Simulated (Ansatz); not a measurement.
Born–Oppenheimer molecular dynamics of HS2Te (4 atoms, charge 0, multiplicity 2). It starts from a relaxed structure.

Method: Ansatz, UKS PBE-D4/def2-SVP.

```yaml
ensemble: NVT, Nosé–Hoover chain
time_step: 0.25 fs
steps_asked: 300
set_temperature: 1500 K
thermostat: time constant 100 fs, chain length 3 (defaults)
temperature_schedule: 75 steps to 1500 K, then 225 steps to 10 K
seed: 589843
```

First frame:

```xyz
4
Properties=species:S:1:pos:R:3
S -0.669 1.238 -0.201
S -0.451 -0.625 0.811
Te 1.819 -1.328 0.854
H -0.698 0.715 -1.464
```

Question: How far do the bonds stretch over the last three quarters of this one trajectory? (Pairs bonded in most of those frames.)

Answer: 
| bond | mean (Å) | spread (Å) | shortest | longest |
| --- | --- | --- | --- | --- |
| S1–S2 | 2.204 | 0.034 | 2.12 | 2.24 |
| S1–H4 | 1.383 | 0.026 | 1.34 | 1.42 |
| S2–Te3 | 2.364 | 0.010 | 2.35 | 2.38 |

Mean temperature of the second half: 1104 K. The conserved energy stayed within 0.016 meV per atom of its start (net change 0.014 meV per atom), so the integration is sound. The schedule's set-point averaged 507 K over the second half and the system 1104 K, so it lags behind the ramp. A run of 0.075 ps of so small a system gives no equilibrium averages.

The run took 11 min on 1 CPU thread of a shared host.
